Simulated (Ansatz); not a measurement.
## Ligand exchange: CH3Na + GaH2(NH2) → NaNH2 + GaH2(CH3)

Species: CH3Na `[CH3][Na]`, singlet; GaH2(NH2), singlet; NaNH2 `[NH2][Na]`, singlet; GaH2(CH3), singlet. The partners trade CH3 for NH2: Na–CH3 and Ga–NH2 bonds give way to Na–NH2 and Ga–CH3.

Shapes, held fixed at every level: PBE0-D4/def2-TZVP. Programs: Ansatz 0.2.0. Electronic energies: no zero-point or thermal term.

| level | kind | ΔE (kJ/mol) | less CCSD(T)/def2-TZVPP |
| --- | --- | --- | --- |
| r2SCAN-D4/def2-TZVPP | meta-GGA | +11.8 | -2.9 |
| BHLYP-D4/def2-TZVPP | global hybrid | +14.4 | -0.3 |
| r2SCAN0-D4/def2-TZVPP | global hybrid | +9.8 | -4.9 |
| wB97X-V/def2-TZVPP | range-separated hybrid | +9.4 | -5.3 |
| B2PLYP/def2-TZVPP | double hybrid | +17.0 | +2.3 |
| CCSD(T)/def2-SVP | coupled cluster or CI | +23.9 | +9.2 |
| CCSD/def2-SVP | coupled cluster or CI | +21.8 | +7.1 |
| CCSD(T)/def2-TZVPP | coupled cluster or CI | +14.7 | 0.0 |

The highest level, CCSD(T)/def2-TZVPP, gives ΔE = +14.7 kJ/mol; the levels span +9.4 to +23.9. The column of differences is taken from that level and isn't an error. No measured value is set beside it here. Relativity is left out for Ga. Outer-core shells of Ga, Na are correlated in most correlated rows, in sets that cover them unevenly.
